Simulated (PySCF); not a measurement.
GeHClBr2, SMILES [Cl][GeH]([Br])[Br]. Geometry optimised at PBE-D3(BJ)/def2-SVP.

Computed equilibrium geometry at PBE-D3(BJ)/def2-SVP (PySCF confirms it by a frequency run) as a Z-matrix, and its point group:
point group Cs.
```
Ge
H 1 1.5436
Cl 1 2.1625 2 109.50
Br 1 2.3091 2 110.12 3 119.59
Br 1 2.3091 2 110.12 3 -119.59
```
